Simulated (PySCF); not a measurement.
A small calculation by hand: entropy of an ideal gas

In(H)(OH)(NH2) (H4InNO), SMILES [NH2][InH][OH].

Geometry optimised at PBE0-D3(BJ)/def2-SVP. The def2 effective core potentials stand for the cores of In; spin–orbit coupling is left out. Other conformers were not sampled.

PySCF 2.14.0 with PBE0-D3(BJ)/def2-SVP gives the harmonic wavenumbers 136, 263, 295, 311, 429, 450, 603, 629, 735, 793, 1514, 1838, 3600, 3712, 3908 cm⁻¹ and the rotational temperatures 0.5891, 0.2566, 0.1791 K. The molar mass is 148.86 g/mol, the symmetry number 1, the spin multiplicity 1.

### Question
Work out the entropy at 298.15 K and 1 atm in the rigid-rotor, harmonic-oscillator model.

### Answer

Translation (Sackur–Tetrode at 1 atm): S = R[1.5 ln M + 2.5 ln T − 1.16487] = 171.1 J/(mol K).
Rotation: q = (√π/σ) T^1.5/√(θA θB θC) = 55500, S = R[ln q + 3/2] = 103.3 J/(mol K).
Vibration: with u = 1.4388 ν/T, each mode gives R[u/(e^u − 1) − ln(1 − e^−u)]:
| ν (cm⁻¹) | modes | u | S (J/(mol K)) |
|---|---|---|---|
| 136 | 1 | 0.66 | 11.96 |
| 263 | 1 | 1.27 | 6.87 |
| 295 | 1 | 1.42 | 6.05 |
| 311 | 1 | 1.50 | 5.68 |
| 429 | 1 | 2.07 | 3.61 |
| 450 | 1 | 2.17 | 3.33 |
| 603 | 1 | 2.91 | 1.86 |
| 629 | 1 | 3.04 | 1.68 |
| 735 | 1 | 3.55 | 1.12 |
| 793 | 1 | 3.83 | 0.89 |
| 1514 | 1 | 7.31 | 0.05 |
| 1838 | 1 | 8.87 | 0.01 |
The stiffer modes add less than 0.005 each. Sum 43.1 J/(mol K).
Spin: R ln 1 = 0.0 J/(mol K).
Total 317.5 J/(mol K); the program's own thermochemistry gives 317.5. Translation makes up 54 % and vibration 14 %. Anharmonicity, hindered rotation and orbital degeneracy are left out.
